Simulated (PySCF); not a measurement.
Level of theory: B3LYP-D3(BJ)/def2-TZVP // TPSS-D3(BJ)/def2-SVP (PySCF 2.14.0). Gas-phase values, no solvent. B3LYP has the VWN-RPA correlation part, as in Gaussian. 

Reference species: [Cr(=O)2(Cl)2] (neutral, multiplicity 1).

```json
{
  "charge on the central atom (Mulliken)": "1.22 e",
  "mean_distance_from_the_central_atom_to_its_bonded_neighbours": "1.843 Å"
}
```

Changed species: [Zr(Cl)4] (M = Zr; the reference has M = Cr, dioxo).

Task: Predict the effect on the charge on the central atom (Mulliken) and mean distance from the central atom to its bonded neighbours.

Result: the charge on the central atom (Mulliken) goes up by 0.10 e, to 1.32 e; the mean distance from the central atom to its bonded neighbours increases by 0.494 Å, to 2.337 Å.
